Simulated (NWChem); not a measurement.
# TeF4; SMILES F[Te](F)(F)F

Computed with NWChem. Coordinates come from a PBE-D3(BJ)/def2-SVP optimisation. def2 effective core potentials on Te; no spin-orbit coupling. Level PBE0/def2-SVPD: energy and gradient; each run changes one setting, and changes count from the defaults (medium grid, exact Coulomb integrals, symmetry on).

Problem. Which setting moves the energy most, and by about how much (defaults; tight SCF thresholds and tolerances; extra-fine grid; coarse grid)?

Solution. coarse grid, by about 200 μHa.
```tsv
setting	size of the energy change (μHa)	largest change of a gradient component (μHa/bohr)
defaults	< 10	< 30
tight SCF thresholds and tolerances	< 10	< 30
extra-fine grid	< 10	60
coarse grid	200	800
```
